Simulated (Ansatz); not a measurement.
Z-matrix (Å, degrees):
```
Si
N 1 1.694
O 1 1.637 2 119.7
N 1 1.688 2 108.2 3 118.4
Cl 1 2.078 2 103.1 3 -116.8
H 2 1.005 1 121.5 3 91.8
H 2 1.006 1 121.0 3 -62.6
H 3 0.958 1 116.5 2 -87.0
H 4 1.005 1 120.9 2 45.4
H 4 1.006 1 120.8 2 -162.4
```

Charge 0, multiplicity 1.

Task: List the CAM-B3LYP/def2-TZVPP orbital energies in eV (Ansatz 0.2.0). (Estimate.)

Result: Ansatz gave: Occupied: -2763.83, -1802.22, -522.45, -390.99, -390.96, -258.63, -197.66, -197.55, -197.54, -146.54, -101.94, -101.87, -101.85, -29.68, -25.82, -25.12, -24.14, -17.35, -15.81, -15.57, -14.67, -13.53, -13.14, -11.89, -11.17, -10.57, -10.29, -9.28, -9.18. Lowest empty: 1.48, 2.45, 2.48, 3.36, 3.53, 3.72, 4.53, 4.70.
